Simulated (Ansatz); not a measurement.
CH6AlBO can be A, `[CH3][AlH][BH]O`, or B, `B[O][AlH][CH3]`.

Calculated with Ansatz (gas phase, PBE0-D4/def2-TZVP geometries, no zero-point term in ΔE). CCSD(T)/CBS adds triple-zeta CCSD(T) − MP2 to the extrapolated MP2 energy (def2 sets, frozen cores). Functionals use def2-TZVPP. One conformer a species, not always the lowest.

(1) Which isomer does CCSD(T)/CBS put lower? Give the gap. (Best estimate.)

(2) Give E(B) − E(A) in kJ/mol with CCSD(T)/def2-SVP, LDA (SPW92), r2SCAN-D4, BLYP-D4, PBE0-D4, CCSD/def2-TZVPP, MP2/def2-TZVPP. (An estimate is asked.)

(3) Does the order hold for the free energy at 298.15 K (harmonic terms from PBE0-D4)? (Estimate.)

Largest T1 diagnostic: 0.013.

## Answers

(1) Ansatz gave: B, by 190.9 kJ/mol.

(2) Ansatz gave: CCSD(T)/def2-SVP -191.4, LDA (SPW92) -176.1, r2SCAN-D4 -193.7, BLYP-D4 -192.2, PBE0-D4 -179.4, CCSD/def2-TZVPP -192.8, MP2/def2-TZVPP -200.1. None reverses the order clearly.

(3) Computed: Yes: G(B) − G(A) = -194.7 kJ/mol, for one conformer each. Modes under 60 cm⁻¹, often nearly free rotors, make the harmonic entropy too high.

From PBE to PBE0 (25 % exact exchange), in def2-TZVPP and without D4, E(B) − E(A) moves by −6.5 kJ/mol. In def2-TZVPP, CCSD(T) changes the Hartree–Fock value by +23.0 kJ/mol (the triples alone add +3.1 kJ/mol) and MP2 by +12.6 kJ/mol.
